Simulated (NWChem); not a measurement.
System: HgCl$_{2}$; SMILES [Cl][Hg][Cl]

All runs: NWChem. Medium grid unless said otherwise, to which SCAN and Minnesota functionals are sensitive. The geometry was optimised at PBE0/def2-SVP. def2 effective core potentials on Hg; no spin-orbit coupling.

**Question.** Order these by “orbital gap (eV)”, lowest first: PW91/def2-SVP; B3LYP/def2-SVP; LC-BLYP (range parameter 0.33 per bohr)/def2-SVP; CAM-B3LYP/def2-SVP.

**Answer.** PW91/def2-SVP (4.00), B3LYP/def2-SVP (5.77), CAM-B3LYP/def2-SVP (8.71), LC-BLYP (range parameter 0.33 per bohr)/def2-SVP (10.50)
